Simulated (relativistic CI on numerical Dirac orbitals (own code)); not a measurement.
**Mn²⁺ in a cubic cluster: 1s photoemission with charge transfer**

Computed with a charge-transfer multiplet model of a cubic metal-ligand cluster with up to 3 ligand holes, Slater and spin-orbit integrals from Dirac-Coulomb-Breit ions, Slater integrals scaled by 0.8. The ground state mixes d5 with configurations of k ligand holes L, whose averages lie at kΔ + k(k − 1)U_dd/2; a core hole lowers each added d electron by U_cd. 20 K, Lorentzian 1.1 eV and Gaussian 0.6 eV FWHM.

Atomic integrals in eV (Slater integrals scaled, ζ unscaled), ground: F2dd 8.204, F4dd 5.095, zeta_d 0.037; with the core hole: F2dd 9.649, F4dd 6.032, zeta_d 0.058, G2cd 0.049.

Cluster parameters (eV): Δ = 6.7, U_dd = 6.8, U_cd = 8.6, 10Dq = 1.2, 10Dq(ligand) = 0.7, final-state hopping factor = 0.9.

| Case | n_d | d5 | d6L | d7L2 | d8L3 | S |
| --- | --- | --- | --- | --- | --- | --- |
| V(eg) = 1.6 eV, V(t2g) = -0.81 eV | 5.08 | 0.92 | 0.08 | 0.00 | 0.00 | 2.50 |
| V(eg) = 2.2 eV, V(t2g) = -1.11 eV | 5.13 | 0.87 | 0.13 | 0.00 | 0.00 | 2.50 |
| V(eg) = 2.5 eV, V(t2g) = -1.26 eV | 5.17 | 0.84 | 0.15 | 0.01 | 0.00 | 2.50 |

Weights, n_d and S are thermal averages at 20 K. Binding energies count from the first peak over 30 % of the highest in each spectrum, which can be another peak from case to case. The parameters are a model scan and need not match a compound or its usual spin state. Peaks in eV (height, largest 100):
- V(eg) = 1.6 eV, V(t2g) = -0.81 eV: 0.0 (100), 4.5 (37)
- V(eg) = 2.2 eV, V(t2g) = -1.11 eV: 0.0 (100), 3.1 (8), 5.9 (32)
- V(eg) = 2.5 eV, V(t2g) = -1.26 eV: 0.0 (100), 3.5 (7), 6.7 (29)

For the case V(eg) = 2.5 eV, V(t2g) = -1.26 eV, Δ = 6.7 eV is smaller than U_dd = 6.8 eV, the charge-transfer side of the Zaanen-Sawatzky-Allen scheme. With the core hole the average of the configuration with one ligand hole lies at Δ − U_cd = -1.9 eV before mixing: the effective hopping of about 3.7 eV (from the holes of the mixed ground state) is comparable with this gap or larger, so the configurations mix strongly.
